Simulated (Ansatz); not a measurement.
System: CoI2, charge 0, multiplicity 4. The spin state was set by rule; other spins were not relaxed. 
Structure (B3LYP-D3(BJ)/def2-TZVP (Ansatz, an electronic-structure program) minimum search):
```xyz
3

Co     0.0000     0.0000     0.0000
I      0.0000     0.0000    -2.4310
I      0.0000     0.0000     2.4310
```
Charge 0, spin multiplicity 4.

Task: Give the harmonic wavenumbers at B3LYP-D3(BJ)/def2-TZVP (Ansatz, finite differences of forces, unscaled).

Result: 47, 47, 150, 340 cm⁻¹. Zero-point energy 0.8 kcal/mol.

Task: From these and the geometry, give the ideal-gas thermochemistry at 298.15 K and 1 atm (rigid rotor, harmonic oscillator).

Result: Point group D∞h, rotational symmetry number 2. Rotational constants 0.3369, 0.3369 GHz. S(trans) 43.12, S(rot) 20.13, S(vib) 13.74, S(elec, spin only) 2.75, S 79.7 cal/(mol K). H(298) - H(0) 3.77 kcal/mol; G - E(el) -19.2 kcal/mol.
